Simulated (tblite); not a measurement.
Input of a run (GFN2-xTB geometry optimisation, gas phase (tblite 0.8.0)), started from a force field or distance geometry:
```
{"job": {"kind": "relax", "xc": "GFN2-xTB", "basis": "xTB"}, "charge": 0, "multiplicity": 1}
C     -2.114000     1.053500    -1.377500
C     -1.639100     2.131200    -0.419000
C     -1.531900     1.627600     1.037200
C     -0.467800     0.650700     1.204200
C      0.408400    -0.168600     1.358400
C      1.481500    -1.155800     1.513800
Si     1.725300    -2.271400     0.032200
C      2.109400    -1.314200    -1.500800
H     -1.416900     0.214700    -1.434100
H     -3.103900     0.667500    -1.066900
H     -2.227800     1.475400    -2.383700
H     -2.337100     2.967500    -0.443800
H     -0.665800     2.503800    -0.736900
H     -2.496100     1.202300     1.344200
H     -1.350600     2.497100     1.691400
H      2.425200    -0.630100     1.729700
H      1.279000    -1.770300     2.399900
H      2.845700    -3.215500     0.312000
H      0.512700    -3.106300    -0.175800
H      3.008700    -0.708200    -1.373200
H      2.266600    -1.985200    -2.347500
H      1.278100    -0.646200    -1.767300
```

Output (eV, eV/Å):
```
step      E/eV     max force
  0    -647.24070    1.581
  1    -647.29385    1.608
  2    -647.27863    2.503
  3    -647.31414    0.190
  4    -647.31783    0.176
  5    -647.32806    0.436
  6    -647.33132    0.287
  7    -647.33365    0.094
  8    -647.33495    0.131
  9    -647.33637    0.172
 10    -647.33750    0.120
 11    -647.33833    0.050
 12    -647.33882    0.051
 13    -647.33912    0.049
 14    -647.33936    0.034
 15    -647.33960    0.039
 16    -647.33987    0.041
 17    -647.34013    0.049
 18    -647.34035    0.034
 19    -647.34051    0.027
 20    -647.34066    0.031
 21    -647.34081    0.032
 22    -647.34095    0.035
 23    -647.34109    0.024
 24    -647.34124    0.027
 25    -647.34143    0.035
 26    -647.34169    0.044
 27    -647.34197    0.046
 28    -647.34222    0.038
 29    -647.34247    0.035
 30    -647.34276    0.039
 31    -647.34313    0.047
 32    -647.34354    0.046
 33    -647.34392    0.039
 34    -647.34427    0.057
 35    -647.34466    0.069
 36    -647.34509    0.065
 37    -647.34550    0.044
 38    -647.34583    0.039
 39    -647.34614    0.051
 40    -647.34646    0.050
 41    -647.34674    0.036
 42    -647.34696    0.032
 43    -647.34714    0.029
 44    -647.34734    0.036
 45    -647.34758    0.039
 46    -647.34781    0.034
 47    -647.34800    0.030
 48    -647.34817    0.033
 49    -647.34834    0.039
 50    -647.34851    0.032
 51    -647.34868    0.030
 52    -647.34883    0.033
 53    -647.34900    0.032
 54    -647.34917    0.033
 55    -647.34935    0.027
 56    -647.34951    0.025
 57    -647.34971    0.037
 58    -647.34997    0.051
 59    -647.35026    0.051
 60    -647.35057    0.039
 61    -647.35086    0.032
 62    -647.35108    0.031
 63    -647.35120    0.024
 64    -647.35126    0.017
 65    -647.35131    0.014
 66    -647.35136    0.016
 67    -647.35143    0.019
 68    -647.35149    0.019
 69    -647.35155    0.017
 70    -647.35162    0.021
 71    -647.35169    0.022
 72    -647.35176    0.017
 73    -647.35181    0.018
 74    -647.35187    0.017
 75    -647.35194    0.020
 76    -647.35201    0.021
 77    -647.35207    0.017
 78    -647.35212    0.017
 79    -647.35216    0.017
 80    -647.35221    0.020
 81    -647.35226    0.016
 82    -647.35230    0.015
 83    -647.35233    0.010
```

Problem. Summarise the run.

Solution. The energy falls by 10.8 kJ/mol over 83 L-BFGS steps, the largest force on an atom goes from 1.58 to 0.010 eV/Å, and the atoms move by 0.181 Å rms after alignment. The bond that changes most is Si7–C8 (SiH2 silicon to Si-methyl carbon), which lengthens by 0.049 Å. Bonds longer at the end by more than 0.005 Å: 3 of 21; shorter: 11. Among the angles that change most is H18–Si7–H19, from 106.5° to 109.9°. The energy rose by more than 1e-5 eV at step 2. The first step brought 48 % of the lowering.

Problem. What are the final bond lengths?

Solution. C1–C2 1.523 Å, C2–C3 1.533 Å, C3–C4 1.452 Å, C4≡C5 1.199 Å, C5–C6 1.444 Å, C6–Si7 1.915 Å, Si7–C8 1.897 Å, C1–H9 1.088 Å, C1–H10 1.089 Å, C1–H11 1.088 Å, C2–H12 1.093 Å, C2–H13 1.093 Å, C3–H14 1.095 Å, C3–H15 1.095 Å, C6–H16 1.093 Å, C6–H17 1.092 Å, Si7–H18 1.470 Å, Si7–H19 1.468 Å, C8–H20 1.087 Å, C8–H21 1.086 Å, C8–H22 1.087 Å. Numbering counts from 1 in the input's order; the species is `CCCC#CC[SiH2]C`.

Hardware: Arm Neoverse V1, one thread, shared host with 64 logical CPUs at a one-minute load of 24. Cost: 0.66 s.

Its GFN2-xTB frequencies are all real (lowest 21 cm⁻¹). One conformer, not necessarily the lowest. 3 starts were optimised and ended at 0.00, 0.44 and 0.53 kcal/mol (GFN2-xTB); the lowest of these is shown.

The values belong to the conformer `[CH3:1][CH2:2][CH2:3][C:4]#[C:5][CH2:6][SiH2:7][CH3:8]`: C1–C2–C3–C4 65°, C5–C6–Si7–C8 62°.

The numbers are calculated, not measured.
